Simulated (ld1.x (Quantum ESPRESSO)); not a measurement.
**Plane-wave convergence, PAW potential for technetium (Tc)**

technetium, PAW, made with ld1.x (Quantum ESPRESSO) 7.5 (LDA (PZ), scalar-relativistic). Core [Ar] 3d10 4s2, reference 4p6 4d5 5s1 5p0 (charge +1). Waves: 5s (bound): rcut 1.95, rcutus 2.50 bohr; 5s channel at 0.7 Ry: rcut 1.95, rcutus 2.50 bohr; 4p (bound): rcut 1.90, rcutus 2.30 bohr; 5p (bound, empty): rcut 1.90, rcutus 2.30 bohr; 4d (bound): rcut 1.90, rcutus 2.15 bohr; 4d channel at -0.15 Ry: rcut 1.90, rcutus 2.15 bohr. Local part: all-electron potential smoothed inside 2.50 bohr (lloc = -1). Core correction: Bessel-smoothed model core, default radius (core density twice the valence density). Augmentation charge: PSQ, inside the norm-conserving radii.

The pseudo-atom Hamiltonian at the reference potential is diagonalised in spherical Bessel functions j_l(qr) that vanish at 20 bohr, with q² up to the cutoff. All-electron valence levels (Ry): 5s -0.8619, 4p -3.8986, 5p -0.5208, 4d -1.0515.

Problem. How do the lowest levels (Ry) of each channel move with the cutoff, and are there ghosts?

Solution.

| cutoff (Ry) | s #1 | p #1 | p #2 | p #3 | d #1 | f #1 | f #2 | Σ f·Δε (mRy) |
| --- | --- | --- | --- | --- | --- | --- | --- | --- |
| 8 | -0.8621 | -3.6835 | -0.5148 | -0.1479 | -0.7680 | -0.0585 | 0.0331 | 2708.9 |
| 10 | -0.8622 | -3.8399 | -0.5200 | -0.1492 | -0.8879 | -0.0586 | 0.0330 | 1171.5 |
| 12 | -0.8623 | -3.8862 | -0.5210 | -0.1494 | -0.9701 | -0.0586 | 0.0330 | 482.6 |
| 15 | -0.8624 | -3.8978 | -0.5210 | -0.1495 | -1.0175 | -0.0586 | 0.0330 | 176.0 |
| 18 | -0.8624 | -3.8981 | -0.5211 | -0.1495 | -1.0458 | -0.0586 | 0.0330 | 32.8 |
| 21 | -0.8624 | -3.8982 | -0.5211 | -0.1495 | -1.0504 | -0.0586 | 0.0330 | 9.0 |
| 30 | -0.8624 | -3.8985 | -0.5211 | -0.1495 | -1.0513 | -0.0586 | 0.0330 | 2.3 |
| 35 | -0.8624 | -3.8986 | -0.5211 | -0.1495 | -1.0515 | -0.0586 | 0.0330 | 1.0 |
| 40 | -0.8624 | -3.8986 | -0.5211 | -0.1495 | -1.0517 | -0.0586 | 0.0330 | 0.4 |
| 45 | -0.8624 | -3.8986 | -0.5211 | -0.1495 | -1.0517 | -0.0586 | 0.0330 | 0.3 |
| 50 | -0.8624 | -3.8986 | -0.5211 | -0.1495 | -1.0517 | -0.0586 | 0.0330 | 0.2 |
| 400 | -0.8624 | -3.8986 | -0.5212 | -0.1495 | -1.0517 | -0.0586 | 0.0330 | 0.0 |

Result: no extra level below or beside the all-electron valence levels (s, p, d, f tested); 10 mRy is reached at 21 Ry and 1 mRy at 40 Ry.
